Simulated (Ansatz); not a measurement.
Reaction (redistribution): `CO[SiH2]S[SiH2]Cl` + `O[Si](O)(F)CF` → `CO[SiH](F)S[SiH2]Cl` + `C[Si](O)(O)F`

Gas-phase electronic energies from Ansatz, PBE0-D4/def2-TZVP geometries. CBS: MP2 limit from def2 TZ/QZ plus the TZ coupled-cluster correction, frozen cores. This one scheme is used for every species. Functionals use def2-TZVPP. B3LYP here is the variant with VWN-RPA as its local correlation; programs differ in this. One conformer a species, not always the lowest.

`CO[SiH2]S[SiH2]Cl`:

Cartesian coordinates in Å:
```
C -1.743 -0.721 0.248
O -0.978 0.174 1.026
Si 0.565 -0.028 1.512
S 1.934 1.260 0.473
Si 1.228 1.000 -1.504
Cl 1.191 -0.982 -2.063
H -1.238 -1.684 0.118
H -2.701 -0.889 0.745
H -1.928 -0.290 -0.738
H 0.955 -1.446 1.314
H 0.701 0.391 2.925
H -0.155 1.498 -1.667
H 2.169 1.716 -2.390
```

`O[Si](O)(F)CF`:

```xyz
10

O     1.740    0.492    0.429
Si    0.381    0.106   -0.363
O     0.529   -1.394   -0.976
F     0.103    1.108   -1.570
C    -1.023    0.283    0.861
F    -2.211   -0.119    0.250
H     2.587    0.237    0.061
H    -0.103   -1.683   -1.636
H    -1.143    1.316    1.202
H    -0.860   -0.346    1.742
```

`CO[SiH](F)S[SiH2]Cl`:

```xyz
13

C    -2.602   -0.545   -0.613
O    -1.567   -1.104    0.173
Si    0.015   -0.799    0.082
F     0.621   -1.382   -1.271
S     0.314    1.312    0.083
Si    2.402    1.297    0.478
Cl    2.793    1.280    2.491
H    -3.550   -0.926   -0.235
H    -2.606    0.546   -0.540
H    -2.496   -0.834   -1.662
H     0.686   -1.478    1.200
H     3.029    0.089   -0.101
H     2.961    2.543   -0.085
```

`C[Si](O)(O)F`:

Z-matrix (Å, degrees):
```
C
Si 1 1.839
H 1 1.092 2 111.0
H 1 1.092 2 110.5 3 -120.0
H 1 1.092 2 110.5 3 120.2
O 2 1.625 1 108.4 3 176.6
O 2 1.636 1 114.9 3 -62.5
F 2 1.601 1 108.4 3 56.5
H 6 0.958 2 117.8 1 164.8
H 7 0.958 2 118.0 1 88.4
```

| level | ΔE (kJ/mol) | difference from CCSD(T)/CBS |
| --- | --- | --- |
| PBE-D4 | -259.6 | 19.4 |
| r2SCAN-D4 | -276.2 | 2.8 |
| PBE0-D4 | -266.8 | 12.2 |
| B3LYP-D4 | -265.8 | 13.2 |
| ωB97X-V | -266.5 | 12.5 |
| ωB97M-V | -272.4 | 6.6 |
| B2PLYP | -276.2 | 2.8 |
| PBE | -262.5 | 16.5 |
| r2SCAN | -277.1 | 1.9 |
| PBE0 | -269.6 | 9.4 |
| B3LYP | -270.2 | 8.8 |
| HF/def2-TZVPP | -276.6 | 2.4 |
| MP2/def2-TZVPP | -285.5 | -6.5 |
| SCS-MP2/def2-TZVPP | -278.0 | 1.0 |
| CCSD/def2-TZVPP | -275.7 | 3.3 |
| CCSD(T)/def2-TZVPP | -274.4 | 4.6 |
| HF/def2-QZVPP | -278.9 | 0.1 |
| MP2/def2-QZVPP | -288.9 | -9.9 |
| SCS-MP2/def2-QZVPP | -281.7 | -2.7 |
| HF/CBS(def2) | -279.3 | -0.3 |
| MP2/CBS(def2) | -290.0 | -11.0 |
| CCSD/CBS(def2) | -280.3 | -1.3 |
| CCSD(T)/CBS | -279.0 | 0 |

Largest T1 diagnostic among the species: 0.011.

From PBE to PBE0 (25 % exact exchange), in def2-TZVPP and without D4, ΔE moves by −7.0 kJ/mol. The D4 term adds +4.5 kJ/mol with B3LYP and +2.7 kJ/mol with PBE0; it sums over pairs of atoms, weighted by their polarisabilities, and B3LYP, whose exchange is more repulsive, gets the larger term.
